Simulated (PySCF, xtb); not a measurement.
benzobisthiadiazole (C₆H₂N₄S₂), SMILES c1c2c(cc3nsnc13)N=S=N2.

GFN2-xTB (xtb) at its own geometry gives an orbital gap of 1.53 eV and a dipole moment of 0.00 D.

Geometry: B3LYP-D3(BJ)/def2-SVP.

Q: What does PBE/def2-SVP (PySCF) give? (The exact figures need the calculation; the answer reports its results.)

A: gap 1.62 eV (levels -5.72 and -4.10 eV), dipole 0.00 D.
